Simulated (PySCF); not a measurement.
FHOS2W, SMILES [S]=[W]([F])(=[S])[OH], multiplicity 1.

Geometry optimised at B3LYP-D3(BJ)/def2-SVP. A frequency run showed that this geometry is not a minimum. The multiplicity is an assumed one; other spin states were not compared. The def2 effective core potentials stand for the cores of W; spin–orbit coupling is left out. Other conformers were not sampled.

The numbers are results of HF/def2-TZVP (PySCF), not measurements.

Symmetry labels are those of the subgroup Cs that the program uses (full group Cs).

Q: List the valence orbital energies around the gap with their symmetry. (The exact figures need the calculation; the answer reports its results.)

A: 
| orbital | symmetry | energy (eV) |
|---|---|---|
| HOMO−7 | A" | -16.31 |
| HOMO−6 | A' | -15.97 |
| HOMO−5 | A' | -13.40 |
| HOMO−4 | A" | -13.13 |
| HOMO−3 | A' | -12.26 |
| HOMO−2 | A" | -11.15 |
| HOMO−1 | A' | -11.13 |
| HOMO | A" | -9.78 |
| LUMO | A' | 0.26 |
| LUMO+1 | A" | 0.48 |
| LUMO+2 | A" | 1.47 |
| LUMO+3 | A' | 1.75 |
